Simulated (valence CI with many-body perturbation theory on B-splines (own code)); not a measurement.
**W⁶¹⁺: electric-dipole lines**

Computed by configuration interaction combined with many-body perturbation theory (CI+MBPT): three valence electrons over a frozen Dirac-Fock core [Ne], a basis of 11 s, 11 p, 9 d, 7 f, 5 g, 2 h, 1 i functions for each j, with the one-electron correlation potential Σ1 (screened to all orders), the two-electron term Σ2, the three-electron term Σ3, Breit, model QED; selected single and double excitations, second order for the rest (own B-spline code, finite nucleus).

The last digits are not significant, and no measured levels were compared; by estimate large intervals hold to a few tenths of a per cent, small ones and those within an open d or f shell to about a per cent.

Lines 101 to 150 of 252 in falling wavelength, among levels below 107.30 Ry, chosen from the strongest by gf and those to the six lowest levels. Wavelengths and rates use the calculated energies. Electric multipoles are in the length gauge, E1 and E2 with the static RPA response of the core. Weak lines are less certain than strong ones. Lines between different terms over intervals too small for the method are left out, as are lines whose strength nearly cancels. The highest levels of a list are the least certain.

Levels are named by their leading jj configuration (3d3/2^4 stands for four electrons in 3d with j = 3/2), which in mixed levels can hold well under half, so a name can repeat and another be missing. Letters in brackets count levels of one name in rising energy.

```csv
λ vac (Å),Upper,Lower,A (s⁻¹),S (a.u.) with core polarisation,S without
23.69,(3p1/2 3p3/2 3d5/2) J=5/2 [a],(3s 3p1/2 3d5/2) J=5/2 [b],7.47e+11,2.94e-02,2.98e-02
23.63,(3p1/2 3p3/2 3d3/2) J=5/2 [a],(3s 3p1/2 3d3/2) J=5/2,3.89e+11,1.52e-02,1.54e-02
23.59,(3p1/2 3p3/2 3d5/2) J=9/2,(3s 3p1/2 3d5/2) J=7/2,8.16e+11,5.29e-02,5.37e-02
23.58,(3p1/2 3p3/2^2) J=3/2,(3s 3p1/2 3p3/2) J=3/2 [b],3.07e+11,7.95e-03,8.07e-03
23.39,(3p1/2 3p3/2 3d3/2) J=3/2 [b],(3s 3p1/2 3d3/2) J=3/2 [b],2.29e+11,5.79e-03,5.87e-03
23.35,(3s 3p3/2 3d3/2) J=3/2 [b],(3s^2 3d3/2) J=3/2,1.12e+12,2.81e-02,2.86e-02
23.34,(3p1/2 3p3/2 3d3/2) J=5/2 [b],(3s 3p1/2 3d3/2) J=3/2 [b],1.26e+12,4.73e-02,4.80e-02
23.32,(3p1/2 3p3/2 3d5/2) J=7/2 [a],(3s 3p1/2 3d5/2) J=5/2 [a],1.30e+12,6.53e-02,6.63e-02
23.31,(3p3/2^3) J=3/2,(3s 3p3/2^2) J=3/2,3.24e+12,8.09e-02,8.21e-02
23.28,(3p1/2 3p3/2 3d3/2) J=3/2 [a],(3s 3p1/2 3d3/2) J=5/2,4.37e+11,1.09e-02,1.10e-02
23.27,(3p1/2 3p3/2 3d5/2) J=5/2 [b],(3s 3p1/2 3d5/2) J=3/2,3.64e+11,1.36e-02,1.38e-02
23.24,(3p1/2 3p3/2 3d5/2) J=5/2 [a],(3s 3p1/2 3d5/2) J=7/2,2.47e+11,9.17e-03,9.31e-03
23.17,(3s 3p3/2 3d5/2) J=7/2 [b],(3s^2 3d5/2) J=5/2,2.11e+12,1.04e-01,1.05e-01
23.16,(3p1/2 3p3/2 3d5/2) J=7/2 [b],(3s 3p1/2 3d5/2) J=5/2 [b],2.28e+11,1.12e-02,1.14e-02
23.11,(3p1/2^2 3p3/2) J=3/2,(3s 3p1/2^2) J=1/2,2.91e+11,7.09e-03,7.19e-03
23.10,(3p3/2^3) J=3/2,(3p1/2^2 3d3/2) J=3/2,5.66e+11,1.38e-02,1.40e-02
23.10,(3p1/2 3p3/2 3d3/2) J=3/2 [b],(3s 3p1/2 3d3/2) J=1/2,2.27e+11,5.53e-03,5.60e-03
23.10,(3p1/2 3p3/2 3d3/2) J=5/2 [a],(3s 3p1/2 3d3/2) J=3/2 [a],2.86e+11,1.05e-02,1.06e-02
22.99,(3p3/2^3) J=3/2,(3s 3p3/2^2) J=1/2,9.70e+11,2.33e-02,2.36e-02
22.97,(3p1/2 3p3/2 3d3/2) J=7/2,(3s 3p1/2 3d3/2) J=5/2,1.52e+12,7.28e-02,7.39e-02
22.96,(3s 3p1/2 3p3/2) J=3/2 [b],(3s^2 3p1/2) J=1/2,7.67e+11,1.83e-02,1.86e-02
22.90,(3p1/2 3p3/2 3d3/2) J=1/2 [b],(3s 3p1/2 3d3/2) J=1/2,7.16e+11,8.49e-03,8.61e-03
22.88,(3p1/2 3p3/2^2) J=5/2,(3s 3p1/2 3p3/2) J=5/2,4.10e+11,1.45e-02,1.47e-02
22.84,(3p1/2 3p3/2^2) J=1/2,(3s 3p1/2 3p3/2) J=3/2 [b],1.77e+12,2.08e-02,2.11e-02
22.82,(3p1/2 3p3/2 3d5/2) J=1/2,(3s 3p1/2 3d5/2) J=3/2,6.13e+11,7.19e-03,7.29e-03
22.82,(3p1/2 3p3/2 3d5/2) J=3/2 [a],(3s 3p1/2 3d5/2) J=5/2 [a],4.41e+11,1.03e-02,1.05e-02
22.79,(3s 3p3/2 3d3/2) J=5/2 [b],(3s^2 3d3/2) J=3/2,4.00e+12,1.40e-01,1.43e-01
22.76,(3p1/2 3p3/2 3d3/2) J=3/2 [a],(3s 3p1/2 3d3/2) J=3/2 [a],5.66e+11,1.32e-02,1.34e-02
22.72,(3p1/2 3p3/2 3d5/2) J=7/2 [b],(3s 3p1/2 3d5/2) J=7/2,2.77e+11,1.28e-02,1.30e-02
22.67,(3p1/2 3p3/2^2) J=3/2,(3s 3p1/2 3p3/2) J=5/2,2.95e+11,6.80e-03,6.90e-03
22.64,(3p1/2 3p3/2 3d3/2) J=1/2 [a],(3s 3p1/2 3d3/2) J=3/2 [a],1.32e+12,1.51e-02,1.53e-02
22.63,(3p1/2 3p3/2 3d5/2) J=5/2 [b],(3s 3p1/2 3d5/2) J=7/2,1.42e+11,4.88e-03,4.96e-03
22.57,(3s 3p3/2 3d3/2) J=1/2 [b],(3s^2 3d3/2) J=3/2,3.23e+12,3.67e-02,3.72e-02
22.55,(3s 3p1/2 3d3/2) J=3/2 [a],(3s 3p1/2^2) J=1/2,3.12e+11,7.06e-03,7.16e-03
22.54,(3s 3p1/2 3p3/2) J=1/2,(3s^2 3p1/2) J=1/2,2.76e+12,3.12e-02,3.17e-02
22.54,(3s 3p3/2^2) J=1/2,(3s^2 3p3/2) J=3/2,1.99e+12,2.25e-02,2.29e-02
22.54,(3p1/2 3p3/2 3d3/2) J=5/2 [a],(3p1/2^2 3p3/2) J=3/2,3.64e+11,1.23e-02,1.25e-02
22.47,(3p1/2 3p3/2 3d5/2) J=3/2 [b],(3s 3p1/2 3d5/2) J=5/2 [b],1.18e+12,2.66e-02,2.69e-02
22.43,(3p1/2^2 3d3/2) J=3/2,(3s^2 3p3/2) J=3/2,5.46e+11,1.22e-02,1.23e-02
22.40,(3s 3p3/2 3d3/2) J=3/2 [a],(3s 3p1/2 3p3/2) J=3/2 [b],4.02e+10,8.92e-04,9.05e-04
22.33,(3s 3p3/2 3d5/2) J=3/2 [b],(3s^2 3d5/2) J=5/2,2.54e+12,5.57e-02,5.66e-02
22.33,(3s 3p3/2 3d3/2) J=1/2 [a],(3s 3p1/2 3p3/2) J=3/2 [b],2.85e+11,3.14e-03,3.18e-03
22.24,(3s 3p3/2 3d5/2) J=5/2 [b],(3s^2 3d5/2) J=5/2,2.23e+12,7.27e-02,7.37e-02
22.23,(3s 3p3/2^2) J=3/2,(3s^2 3p3/2) J=3/2,3.51e+12,7.63e-02,7.74e-02
22.23,(3s 3p3/2 3d3/2) J=5/2 [a],(3s 3p1/2 3p3/2) J=3/2 [b],2.95e+11,9.61e-03,9.75e-03
22.22,(3p1/2 3p3/2 3d3/2) J=3/2 [a],(3p1/2^2 3p3/2) J=3/2,7.52e+11,1.63e-02,1.65e-02
22.15,(3p1/2 3p3/2 3d5/2) J=7/2 [b],(3s 3p1/2 3d5/2) J=5/2 [a],2.00e+11,8.56e-03,8.69e-03
22.13,(3p1/2 3p3/2^2) J=5/2,(3s 3p1/2 3p3/2) J=3/2 [a],8.96e+10,2.88e-03,2.92e-03
22.11,(3p1/2 3p3/2 3d3/2) J=1/2 [a],(3p1/2^2 3p3/2) J=3/2,7.01e+11,7.48e-03,7.59e-03
22.06,(3p1/2 3p3/2 3d5/2) J=5/2 [b],(3s 3p1/2 3d5/2) J=5/2 [a],8.09e+11,2.57e-02,2.61e-02
```
